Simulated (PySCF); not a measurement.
As2FH5Si, SMILES [SiH]([AsH2])([AsH2])F.

Geometry: PBE0-D3(BJ)/def2-SVP.

The numbers are results of PBE0-D3(BJ)/def2-SVP run with PySCF, not measurements.

Frequencies are harmonic and unscaled.

Computed harmonic wavenumbers and intensities:
```csv
mode,ν (cm⁻¹),IR (km/mol),moving atoms (share of kinetic energy)
1,81,0.7,"As 69 %, Si 13 %, H 11 %"
2,104,2.0,H 89 %
3,122,1.0,H 95 %
4,165,6.0,"F 72 %, As 21 %"
5,177,5.8,"F 44 %, Si 28 %, As 21 %"
6,314,6.5,"Si 52 %, As 31 %, H 13 %"
7,416,17.6,"Si 65 %, H 19 %, As 15 %"
8,540,23.1,H 98 %
9,596,1.6,H 87 %
10,626,24.0,H 90 %
11,656,43.3,"H 88 %, Si 9 %"
12,775,177.6,"H 90 %, Si 9 %"
13,814,23.5,"H 81 %, F 16 %"
14,892,145.6,"F 44 %, Si 43 %, H 12 %"
15,986,21.7,H 99 %
16,989,18.1,H 98 %
17,2207,17.2,H 99 %
18,2208,62.8,H 99 %
19,2219,5.4,H 98 %
20,2223,89.8,H 99 %
21,2230,191.6,H 97 %
```
